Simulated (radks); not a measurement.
Results of a calculation; reference values are marked as such.
Question: Species: Al3+. Configuration: [He] 2s2 2p5.75 3p0.25 (fractional occupations, a model configuration). Code: a radial shooting solver on a logarithmic mesh with Libxc functionals. Model: Dirac Kohn-Sham, LDA (Slater exchange, Perdew-Wang correlation), spin-unpolarised, spherical densities, point nucleus; open shells fill j = l - 1/2 first.

Spin-orbit splittings of the eigenvalues, e(l+1/2) - e(l-1/2), with zeta = 2 splitting/(2l+1) and mean radii in bohr:

shell  occ.  splitting (eV)  zeta (eV)  <r> j=l-1/2  <r> j=l+1/2
2p     5.75               ?          ?       0.5890       0.5911
3p     0.25         0.04740    0.03160        2.252        2.256

Estimate the 2p splitting.

Answer: 0.4573 eV (zeta = 0.3048 eV).
